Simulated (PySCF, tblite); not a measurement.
Rigid-rotor lines calculated for a species of formula C6H10FNSi2 (commonest isotopes; PBE0/pcSseg-1 in PySCF (dipole) on a GFN2-xTB geometry, gas phase), labelled J(Ka,Kc):

```tsv
transition	MHz
2(1,2) ← 1(1,1)	2185.8
1(0,1) ← 0(0,0)	1132.8
2(1,1) ← 1(1,0)	2345.2
2(0,2) ← 1(0,1)	2261.2
1(1,1) ← 0(0,0)	2191.1
```

Problem. Find the rotational constants.

Solution. 1(0,1) ← 0(0,0) is B + C, 2(1,1) ← 1(1,0) is 3B + C and 2(1,2) ← 1(1,1) is B + 3C, so B − C is half the difference of the last two, 79.7 MHz. 1(1,1) ← 0(0,0) is A + C. A = 1664.6, B = 606.2, C = 526.5 MHz.

Problem. What moments of inertia, asymmetry and inertial defect follow?

Solution. I = 505379 MHz·u·Å² over each constant: Ia = 303.60, Ib = 833.63, Ic = 959.83 u·Å²; κ = (2B − A − C)/(A − C) = -0.860 (asymmetric top); Δ = Ic − Ia − Ib = -177.40 u·Å².

Problem. Which dipole components do these lines need?

Solution. μa and μb (a-type: ΔKa even, ΔKc odd; b-type: both odd). The calculation gives |μa| = 4.95 D, |μb| = 0.30 D, |μc| = 0.05 D.

Problem. Predict further lines from these constants: 2(0,2) ← 1(1,1); 3(2,1) ← 2(2,0); 2(1,2) ← 1(0,1); 3(2,1) ← 2(1,2); 3(1,3) ← 2(1,2); 3(3,1) ← 3(2,2); 3(0,3) ← 2(0,2); 3(1,2) ← 2(1,1); 2(1,1) ← 2(0,2); 3(2,2) ← 2(2,1); 3(1,3) ← 2(0,2); 3(3,1) ← 2(2,0); 2(2,1) ← 2(1,2); 2(2,0) ← 2(1,1); 3(3,0) ← 2(2,1).

Solution. 
| transition | MHz | type | branch |
| --- | --- | --- | --- |
| 2(0,2) ← 1(1,1) | 1203 | b | R |
| 2(1,1) ← 2(0,2) | 1222 | b | Q |
| 2(2,0) ← 2(1,1) | 3179 | b | Q |
| 2(1,2) ← 1(0,1) | 3244 | b | R |
| 3(1,3) ← 2(1,2) | 3276 | a | R |
| 3(0,3) ← 2(0,2) | 3381 | a | R |
| 3(2,2) ← 2(2,1) | 3398 | a | R |
| 2(2,1) ← 2(1,2) | 3414 | b | Q |
| 3(2,1) ← 2(2,0) | 3416 | a | R |
| 3(1,2) ← 2(1,1) | 3515 | a | R |
| 3(1,3) ← 2(0,2) | 4259 | b | R |
| 3(3,1) ← 3(2,2) | 5494 | b | Q |
| 3(2,1) ← 2(1,2) | 6834 | b | R |
| 3(3,1) ← 2(2,0) | 8888 | b | R |
| 3(3,0) ← 2(2,1) | 8892 | b | R |

Problem. Which structure gave them?

Solution. `C=C(C)[Si@@H]1C[C@@H](C#N)[Si@@H]1F`, point group C1. Three constants can't fix a structure by themselves; this is the one that was computed:
```
atom  x, y, z in Å
C1    -2.897    0.453   -1.306
C2    -1.855    0.133   -0.550
C3    -2.029   -0.506    0.795
Si4   -0.082    0.508   -1.100
C5     1.163   -0.944   -0.802
C6     2.001   -0.388    0.385
C7     3.399   -0.500    0.149
N8     4.522   -0.550   -0.076
Si9    1.343    1.448    0.485
F10    0.728    1.651    1.977
H11   -3.913    0.261   -0.996
H12   -2.779    0.918   -2.271
H13   -1.526   -1.472    0.825
H14   -3.082   -0.656    1.025
H15   -1.588    0.119    1.570
H16   -0.090    0.996   -2.486
H17    0.730   -1.914   -0.563
H18    1.805   -1.101   -1.670
H19    1.772   -0.919    1.313
H20    2.373    2.474    0.471
```

The values belong to one conformer (point group C1) with, in the numbering `[CH2:1]=[C:2]([CH3:3])[Si@@H:4]1[CH2:5][C@@H:6]([C:7]#[N:8])[Si@@H:9]1[F:10]`, C1–C2–Si4–C5 -136°, C2–Si4–C5–C6 -108°, Si4–C5–C6–C7 -131°, C5–C6–Si9–F10 121°, C2–Si4–Si9–C6 106°. Its GFN2-xTB frequencies are all real (lowest 25 cm⁻¹). These are rigid-rotor constants of the computed structure; measured ground-state constants (B0) also hold zero-point vibration. A rigid rotor knows nothing of internal rotation, which can split or shift real lines. Quadrupole hyperfine structure (14N) is left out.
